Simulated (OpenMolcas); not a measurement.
Ru2+.

* Program: OpenMolcas 26.06
* Basis: ANO-R2 [7s5p4d2f1g]
* Scalar Hamiltonian: X2C, finite nucleus
* Active space: 6 electrons in 5 orbitals (4d)
* State averaging: 2S+1 = 5 even, 5 roots; 2S+1 = 3 even, 45 roots; 2S+1 = 1 even, 50 roots
* Spin-orbit coupling: state interaction with AMFI integrals over the reference wave functions, term energies averaged over their components

Two sets of levels on these reference wave functions, in cm⁻¹ above 4d⁶ ⁵D₄: one from CASSCF and one from MS-CASPT2, IPEA 0.25 Eh, imaginary shift 0.1 Eh (closed shells correlated: 4s 4p).

```json
{"Level": "4d⁶ ⁵D₄", "Set 1": "0.0", "Set 2": "0.0"}
{"Level": "4d⁶ ⁵D₃", "Set 1": "1144", "Set 2": "1157"}
{"Level": "4d⁶ ⁵D₂", "Set 1": "1857", "Set 2": "1846"}
{"Level": "4d⁶ ⁵D₁", "Set 1": "2310", "Set 2": "2300"}
{"Level": "4d⁶ ⁵D₀", "Set 1": "2530", "Set 2": "2510"}
{"Level": "4d⁶ ³H₆", "Set 1": "17820", "Set 2": "16080"}
{"Level": "4d⁶ ³H₅", "Set 1": "18220", "Set 2": "16330"}
{"Level": "4d⁶ ³P₂(1)", "Set 1": "19020", "Set 2": "15710"}
{"Level": "4d⁶ ³F₄(1) [54 %]", "Set 1": "20280", "Set 2": "17750"}
{"Level": "4d⁶ ³F₃(1)", "Set 1": "20730", "Set 2": "17790"}
{"Level": "4d⁶ ³F₂(1)", "Set 1": "21280", "Set 2": "18280"}
{"Level": "4d⁶ ³P₁(1)", "Set 1": "22310", "Set 2": "18990"}
{"Level": "4d⁶ ³G₅", "Set 1": "22580", "Set 2": "19670"}
{"Level": "4d⁶ ³P₀(1)", "Set 1": "23150", "Set 2": "19710"}
{"Level": "4d⁶ ³G₄", "Set 1": "23700", "Set 2": "20670"}
{"Level": "4d⁶ ³G₃", "Set 1": "24010", "Set 2": "20920"}
```

Q: Which set is which?

A: Set 2 is MS-CASPT2. Its levels of the other terms of 4d⁶ lie at 0.83 to 0.90 of the other set's values, as expected, since terms of lower spin or lower L gain more correlation energy than the Hund ground term.

Term energies are means over components that CASPT2 splits; among the terms shown or strongly mixed into the levels shown the widest spread is 450 cm-1 (4d⁶ ³G, MS-CASPT2). Levels of configurations with an s electron are missing; early in the row they begin among the upper levels of the d shell and mix with terms of their name. Without dynamic correlation excited terms often stand tens of per cent too high (terms of higher spin than the ground term too low), and those without a measured partner can miss by more than the paired ones (holds for CASSCF). Only configurations of the active space appear. Levels that lie high or do not pair safely by name in every column are left out.

A share in square brackets marks a mixed level and gives the weight of the term that names it, the lowest over the columns. A number in round brackets counts repeated terms of one configuration in the order of the reference energies.
